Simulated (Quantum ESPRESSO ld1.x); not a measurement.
The table gives one normalised radial function P(r) = r R(r) (large component) of Nb+ in [Kr] 4d4 (r in bohr). Calculated with ld1.x of Quantum ESPRESSO 7.5: Dirac Kohn-Sham, PBEsol, spin-unpolarised, spherical densities, point nucleus; open shells are shared between the two j in proportion to 2j + 1; speed of light set to 411.108 atomic units (3 times the physical value, a model run).

r,P
0.003692,0.0000
0.00423,0.0000
0.004885,0.0000
0.005597,0.0001
0.006412,0.0001
0.007346,0.0001
0.008484,0.0002
0.00972,0.0003
0.01114,0.0005
0.01276,0.0007
0.01473,0.0010
0.01688,0.0015
0.01934,0.0022
0.02216,0.0032
0.02559,0.0047
0.02932,0.0068
0.03359,0.0096
0.03848,0.0136
0.04444,0.0194
0.05092,0.0268
0.05833,0.0368
0.06683,0.0498
0.07718,0.0676
0.08843,0.0888
0.1013,0.1147
0.1161,0.1452
0.134,0.1818
0.1536,0.2191
0.1759,0.2565
0.2016,0.2906
0.2328,0.3180
0.2667,0.3301
0.3056,0.3233
0.3501,0.2928
0.4043,0.2315
0.4632,0.1454
0.5307,0.0345
0.608,-0.0956
0.7022,-0.2445
0.8045,-0.3847
0.9217,-0.5126
1.056,-0.6171
1.219,-0.6926
1.397,-0.7261
1.601,-0.7236
1.834,-0.6895
2.118,-0.6261
2.426,-0.5487
2.78,-0.4617
3.185,-0.3718
3.678,-0.2803
4.214,-0.2028
4.828,-0.1380
5.531,-0.0874
6.388,-0.0491
7.319,-0.0257

Which n and l does it have? It may be an empty orbital.

Answer. n = 4, l = 2: the number of nodes gives n - l - 1 = 1, the rise at small r points to l (for j = l - 1/2 the large component starts as r^gamma with gamma = sqrt(l^2 - (Z/c)^2) = 2.00 and the r^(l+1) term takes over further out; the orbital of l - 1 with the same j starts with the same power, but with a larger coefficient, and does not steepen), and the extent must fit the shell. The curve is that of 4d3/2; the two j differ most near the nucleus, where j = l - 1/2 has the larger amplitude, and in heavy atoms j = l - 1/2 is also the more compact. 4d3/2: eigenvalue -9.434 eV, 1 radial node at r = 0.551 bohr, <r> = 2.03 bohr, 90 % of the charge inside 3.30 bohr.
